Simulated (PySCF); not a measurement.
C2H2O, SMILES C1OC=1. Atoms are numbered in the order given.

```xyz
5

C      0.0000    -0.6299    -0.4571
C      0.0000     0.6299    -0.4571
O      0.0000     0.0000     0.8827
H      0.0000    -1.6489    -0.7880
H      0.0000     1.6489    -0.7880
```
Charge 0, spin multiplicity 1.

Geometry: PBE0-D3(BJ)/def2-TZVP.

Two levels are set side by side: PBE/pcSseg-2 (PySCF) and PBE0/pcSseg-2 (PySCF). GIAO shifts against H2O (¹⁷O), TMS (¹H), TMS (¹³C) at the same level; non-relativistic, no solvent, atoms listed together averaged. Differences are taken from unrounded values.

```json
[
 {"quantity": "δ(¹³C) of C1, C2 (ppm)", "PBE0": "128.3", "PBE": "129.0", "PBE minus PBE0": "0.7"},
 {"quantity": "δ(¹⁷O) of O3 (ppm)", "PBE0": "-39.1", "PBE": "-24.0", "PBE minus PBE0": "15.0"},
 {"quantity": "δ(¹H) of H4, H5 (ppm)", "PBE0": "7.47", "PBE": "7.42", "PBE minus PBE0": "-0.05"}
]
```

Rough cost on one machine, each run with all the roots and properties that it gave: PBE0 against PBE within a factor of 2.
